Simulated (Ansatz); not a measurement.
Gas-phase electronic energies from Ansatz, PBE0-D4/def2-TZVP geometries. CBS: MP2 limit from def2 TZ/QZ plus the TZ coupled-cluster correction, frozen cores. DFT in def2-TZVPP. HSE06 is defined as in plane-wave codes. Elements past krypton have def2 core potentials. For Mo outer-core shells are correlated without core-valence functions, which leaves a few kJ/mol of doubt a bond. One conformer a species, not always the lowest.

Reaction (redistribution): `[CH3][Mo](=[O])(=[O])[F]` + `CN(C)[CH2][AlH2]` → `C[N](C)[Mo](=[O])(=[O])[F]` + `C[CH2][AlH2]`

```
             level  ΔE (kJ/mol)
        r2SCANh-D4       -120.8
          HSE06-D4       -117.2
              PBE0       -116.1
           r2SCANh       -120.5
           r2SCAN0       -117.7
           LC-ωPBE       -113.2
SCS-MP2/def2-TZVPP       -125.0
    MP2/def2-QZVPP       -129.5
```

Question: What does CCSD(T)/CBS give? (Best estimate.)

Answer: Ansatz gave: -118.0 kJ/mol. The listed levels differ from it by -2.8, 0.8, 1.9, -2.5, 0.3, 4.8, -7.0, -11.5 kJ/mol.

Question: What do rigid-rotor, harmonic-oscillator terms from PBE0-D4/def2-TZVP frequencies (298.15 K, 1 bar) make of the CCSD(T)/CBS value? (Estimate.)

Answer: Computed: ΔZPE = +4.1 kJ/mol, ΔH = -112.6 kJ/mol, ΔS = 9 J/(mol·K), ΔG = -115.3 kJ/mol.

Largest T1 diagnostic among the species: 0.025, so the coupled-cluster value is less sure than usual.

In def2-TZVPP, CCSD(T) changes the Hartree–Fock value by −8.6 kJ/mol (the triples alone add −5.2 kJ/mol) and MP2 by −20.1 kJ/mol. Leaving LDA and LC-ωPBE aside and taking each functional with its dispersion term where it has one, the values, not all of them listed here, spread over 14.6 kJ/mol, from BLYP-D4 to ωB97M-V. LDA lies +3.7 kJ/mol from PBE without D4.
